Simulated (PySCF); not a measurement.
CH₄ClInO, SMILES [In]([Cl])([CH3])[OH].

The structure is a stationary point at B3LYP-D3(BJ)/def2-SVP. The structure was generated by enumeration; whether it is a known compound was not checked. The def2 effective core potentials stand for the cores of In; spin–orbit coupling is left out. One conformer was computed; it need not be the lowest.

Two levels are set side by side: PBE/def2-TZVP (PySCF) and r2SCAN/def2-TZVP (PySCF). Same geometry, gas phase. Differences are taken from unrounded values.

| quantity | r2SCAN | PBE | PBE minus r2SCAN |
|---|---|---|---|
| orbital gap (eV) | 5.13 | 4.54 | -0.60 |
| highest occupied level (eV) | -7.25 | -6.90 | 0.35 |
| lowest empty level (eV) | -2.12 | -2.37 | -0.25 |
| dipole moment (D) | 2.46 | 2.37 | -0.09 |
| mean polarisability (bohr³) | 64.8 | 67.0 | 2.1 |

Rough cost on one machine, each run with all the roots and properties that it gave: r2SCAN against PBE about 4 times.
